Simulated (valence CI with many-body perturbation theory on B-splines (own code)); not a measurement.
E1 line list for Re70+

Level of theory: relativistic CI+MBPT: three valence electrons over a frozen Dirac-Fock core [He], radial functions for each j: 11 s, 11 p, 10 d, 8 f, 5 g, 2 h, with the one-electron correlation potential Σ1, the two-electron term Σ2, the three-electron term Σ3, Breit, model QED; selected CI, second order for the rest, scaled by the run's own slope (own B-spline code, finite nucleus).

The last digits are not significant, and no measured levels were compared; by estimate large intervals hold to a few tenths of a per cent, small ones and those within an open d or f shell to about a per cent.

Lines 101 to 150 of 575 in falling wavelength, among levels below 128340 × 10³ cm⁻¹, chosen from the strongest by gf and those to the six lowest levels. Wavelengths and rates use the calculated energies. Electric multipoles are in the length gauge, E1 and E2 with the static RPA response of the core. Weak lines are less certain than strong ones. Lines between different terms over intervals too small for the method are left out, as are lines whose strength nearly cancels. The highest levels of a list are the least certain.

Levels are named by their leading jj configuration (3d3/2^4 stands for four electrons in 3d with j = 3/2), which in mixed levels can hold well under half, so a name can repeat and another be missing. Letters in brackets count levels of one name in rising energy.

| λ vac (nm) | Upper | Lower | A (s⁻¹) | S (a.u.) |
| --- | --- | --- | --- | --- |
| 2.354 | (2s 2p3/2 3d3/2) J=1/2 [b] | (2s 2p3/2 3p1/2) J=1/2 | 8.12e+11 | 1.05e-02 |
| 2.346 | (2p1/2 2p3/2 3p3/2) J=5/2 [a] | (2p1/2 2p3/2 3s) J=3/2 [a] | 1.32e+12 | 5.06e-02 |
| 2.340 | (2p1/2 2p3/2 3d3/2) J=1/2 [a] | (2p1/2 2p3/2 3p1/2) J=1/2 | 8.42e+11 | 1.07e-02 |
| 2.338 | (2s 2p1/2 3p3/2) J=1/2 | (2s 2p1/2 3s) J=1/2 [b] | 1.25e+12 | 1.58e-02 |
| 2.335 | (2s 2p3/2 3p3/2) J=5/2 [b] | (2s 2p3/2 3s) J=3/2 [b] | 1.40e+12 | 5.30e-02 |
| 2.324 | (2p1/2 2p3/2 3p3/2) J=7/2 | (2p1/2 2p3/2 3s) J=5/2 | 1.19e+12 | 5.88e-02 |
| 2.310 | (2p3/2^2 3p3/2) J=3/2 [b] | (2p3/2^2 3s) J=1/2 | 1.39e+12 | 3.37e-02 |
| 2.308 | (2s 2p3/2 3p3/2) J=7/2 | (2s 2p3/2 3s) J=5/2 | 1.52e+12 | 7.40e-02 |
| 2.305 | (2p1/2 2p3/2 3d3/2) J=5/2 [b] | (2p1/2 2p3/2 3p1/2) J=5/2 | 3.65e+11 | 1.32e-02 |
| 2.295 | (2p1/2 2p3/2 3p3/2) J=3/2 [b] | (2p1/2 2p3/2 3s) J=3/2 [b] | 5.76e+11 | 1.37e-02 |
| 2.293 | (2s 2p1/2 3d3/2) J=3/2 [b] | (2s 2p1/2 3p1/2) J=3/2 | 4.47e+11 | 1.06e-02 |
| 2.291 | (2s 2p3/2 3p3/2) J=5/2 [a] | (2s 2p3/2 3s) J=3/2 [a] | 6.93e+11 | 2.47e-02 |
| 2.269 | (2s 2p3/2 3p3/2) J=1/2 [a] | (2s 2p3/2 3s) J=3/2 [a] | 1.42e+12 | 1.63e-02 |
| 2.262 | (2p1/2^2 3p3/2) J=3/2 | (2p1/2^2 3s) J=1/2 | 1.47e+12 | 3.36e-02 |
| 2.257 | (2s 2p1/2 3p3/2) J=3/2 [a] | (2s 2p1/2 3s) J=1/2 [a] | 1.52e+12 | 3.45e-02 |
| 2.257 | (2s 2p3/2 3p3/2) J=3/2 [a] | (2s 2p3/2 3s) J=5/2 | 3.48e+11 | 7.91e-03 |
| 2.253 | (2s 2p3/2 3p3/2) J=3/2 [b] | (2s 2p3/2 3s) J=3/2 [b] | 7.35e+11 | 1.66e-02 |
| 2.250 | (2s^2 3p3/2) J=3/2 | (2s^2 3s) J=1/2 | 1.65e+12 | 3.72e-02 |
| 2.244 | (2p1/2 2p3/2 3p3/2) J=5/2 [b] | (2p1/2 2p3/2 3s) J=3/2 [b] | 7.41e+11 | 2.48e-02 |
| 2.232 | (2s 2p1/2 3p3/2) J=5/2 | (2s 2p1/2 3s) J=3/2 | 1.48e+12 | 4.88e-02 |
| 2.228 | (2p1/2 2p3/2 3p3/2) J=3/2 [b] | (2p1/2 2p3/2 3s) J=1/2 | 4.85e+11 | 1.06e-02 |
| 2.225 | (2s 2p3/2 3p3/2) J=3/2 [b] | (2s 2p3/2 3s) J=1/2 | 9.77e+11 | 2.12e-02 |
| 2.224 | (2s 2p1/2 3p3/2) J=3/2 [b] | (2s 2p1/2 3s) J=3/2 | 7.92e+11 | 1.72e-02 |
| 2.209 | (2p1/2 2p3/2 3p3/2) J=5/2 [b] | (2p1/2 2p3/2 3s) J=5/2 | 7.85e+11 | 2.50e-02 |
| 2.208 | (2s 2p3/2 3p3/2) J=1/2 [b] | (2s 2p3/2 3s) J=1/2 | 1.40e+12 | 1.48e-02 |
| 2.187 | (2p1/2 2p3/2 3p3/2) J=3/2 [b] | (2p1/2 2p3/2 3s) J=3/2 [a] | 5.05e+11 | 1.04e-02 |
| 2.182 | (2p3/2^2 3p3/2) J=3/2 [a] | (2p3/2^2 3s) J=3/2 | 1.36e+12 | 2.80e-02 |
| 2.178 | (2s 2p3/2 3p3/2) J=5/2 [a] | (2s 2p3/2 3s) J=5/2 | 9.91e+11 | 3.03e-02 |
| 2.157 | (2p1/2 2p3/2 3p3/2) J=1/2 [b] | (2p1/2 2p3/2 3s) J=3/2 [b] | 1.51e+12 | 1.49e-02 |
| 2.137 | (2p3/2^2 3p3/2) J=3/2 [a] | (2p3/2^2 3s) J=5/2 | 3.65e+11 | 7.02e-03 |
| 0.7100 | (2p3/2^2 3d5/2) J=7/2 | (2s 2p3/2 3d5/2) J=5/2 [b] | 3.39e+12 | 4.79e-03 |
| 0.7098 | (2p3/2^2 3p3/2) J=5/2 | (2s 2p3/2 3p3/2) J=3/2 [b] | 5.17e+12 | 5.47e-03 |
| 0.7079 | (2s 2p1/2 2p3/2) J=3/2 [a] | (2s^2 2p1/2) J=1/2 | 1.17e+11 | 8.17e-05 |
| 0.7052 | (2p3/2^2 3d5/2) J=1/2 | (2s 2p3/2 3d5/2) J=3/2 [b] | 5.75e+12 | 1.99e-03 |
| 0.7022 | (2p3/2^2 3p3/2) J=7/2 | (2s 2p3/2 3p3/2) J=5/2 [b] | 9.18e+12 | 1.25e-02 |
| 0.7020 | (2p3/2^2 3p3/2) J=5/2 | (2s 2p3/2 3p3/2) J=5/2 [b] | 2.04e+12 | 2.09e-03 |
| 0.7015 | (2p3/2^2 3d5/2) J=7/2 | (2s 2p3/2 3d5/2) J=7/2 [b] | 2.27e+12 | 3.09e-03 |
| 0.7014 | (2p3/2^2 3d5/2) J=9/2 | (2s 2p3/2 3d5/2) J=7/2 [b] | 7.37e+12 | 1.25e-02 |
| 0.7008 | (2s 2p3/2^2) J=5/2 | (2s^2 2p3/2) J=3/2 | 3.04e+12 | 3.10e-03 |
| 0.7007 | (2p3/2^2 3d3/2) J=1/2 | (2s 2p3/2 3d3/2) J=1/2 [b] | 7.08e+12 | 2.41e-03 |
| 0.7002 | (2p3/2^2 3s) J=5/2 | (2s 2p3/2 3s) J=3/2 [b] | 8.03e+12 | 8.16e-03 |
| 0.6988 | (2p3/2^2 3d3/2) J=7/2 | (2s 2p3/2 3d3/2) J=5/2 [b] | 7.92e+12 | 1.07e-02 |
| 0.6987 | (2p3/2^2 3d3/2) J=5/2 | (2s 2p3/2 3d3/2) J=5/2 [b] | 2.89e+12 | 2.92e-03 |
| 0.6982 | (2p3/2^2 3p1/2) J=3/2 | (2s 2p3/2 3p1/2) J=1/2 | 7.57e+12 | 5.09e-03 |
| 0.6981 | (2p3/2^2 3p1/2) J=5/2 | (2s 2p3/2 3p1/2) J=3/2 [b] | 8.87e+12 | 8.93e-03 |
| 0.6965 | (2p3/2^2 3d3/2) J=3/2 [a] | (2s 2p3/2 3d3/2) J=3/2 [b] | 5.44e+12 | 3.63e-03 |
| 0.6958 | (2p3/2^2 3d3/2) J=5/2 | (2s 2p3/2 3d3/2) J=3/2 [b] | 6.03e+12 | 6.02e-03 |
| 0.6955 | (2p3/2^2 3s) J=3/2 | (2s 2p3/2 3s) J=3/2 [b] | 3.38e+12 | 2.25e-03 |
| 0.6947 | (2p3/2^2 3d5/2) J=5/2 [a] | (2s 2p3/2 3d5/2) J=3/2 [b] | 2.17e+12 | 2.16e-03 |
| 0.6940 | (2p3/2^2 3d5/2) J=3/2 | (2s 2p3/2 3d5/2) J=3/2 [b] | 3.93e+12 | 2.59e-03 |
